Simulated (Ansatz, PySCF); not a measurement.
Sites of deprotonation of C[SiH](C)C [trimethylsilane]:

A. C[SiH](C)C → C[Si-](C)C + H+
B. C[SiH](C)C [trimethylsilane] → [CH2-][SiH](C)C + H+

Quantity: gas-phase deprotonation energy (enthalpy at 298 K, with B3LYP-D3(BJ) rigid-rotor harmonic-oscillator terms), kcal/mol. Geometries: B3LYP-D3(BJ)/def2-TZVP minima from Ansatz (a quantum-chemistry and plane-wave program), one conformer each, not searched for the lowest. Frequencies are from Ansatz or PySCF. Valence correlation only, unless marked. Spin-orbit coupling is left out. Non-relativistic. CBS(X,Y): correlation extrapolated as X^-3; Hartree-Fock from the larger set. Anions need diffuse functions, which plain sets lack and def2-D sets hold few of.

Problem. Rank them by gas-phase deprotonation energy at CCSD(T)/CBS(aug-cc-pV(T+d)Z,aug-cc-pV(Q+d)Z) (Ansatz), lowest first.

Solution. A (387.2 kcal/mol), B (392.5 kcal/mol)
